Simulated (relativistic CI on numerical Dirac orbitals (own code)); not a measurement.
Computed by Dirac-Coulomb-Breit CI, KLI orbitals optimised for each configuration, model QED (radiative potential, 1s self-energy scaled to tabulated hydrogen-like ionisation energies), unscaled Slater integrals (own radial code, finite nucleus).

The strongest absorption lines from the ground level of an ion, among the configurations computed and to levels below about 171 eV (vacuum wavelength in nm, gf): 8.7146 (0.2), 14.988 (0.015), 16.386 (0.027), 17.413 (2), 19.443 (0.044), 21.705 (0.26), 25.013 (0.067), 29.225 (0.26).

Task: Which ion is it?
A. Ru¹²⁺
B. Pd¹⁶⁺
C. Cd¹⁶⁺
D. Pd¹⁴⁺

Result: D. Pd¹⁴⁺ has 32 electrons and the ground level 4s²4p² ³P0; the strongest line goes to 4s²4p4d ³D°1. The pattern of lines fixes the number of electrons, and along that sequence the line energies rise steadily with the charge (about as its square where n changes within one kind of shell, about linearly where n is kept but much faster in heavy ions where fine structure, which grows about as Z⁴, sets the gap, and irregularly where shells cross), which fixes Z. Configurations outside the model, such as inner-shell arrays, can give stronger lines. At this charge energies of transitions that change n are usually good to better than 1 %, and those within a shell (Δn = 0) to a few per cent.

LS names give the leading component of a level, which can be under half, so a name can repeat, a term be missing and a line seem to break the LS rules.
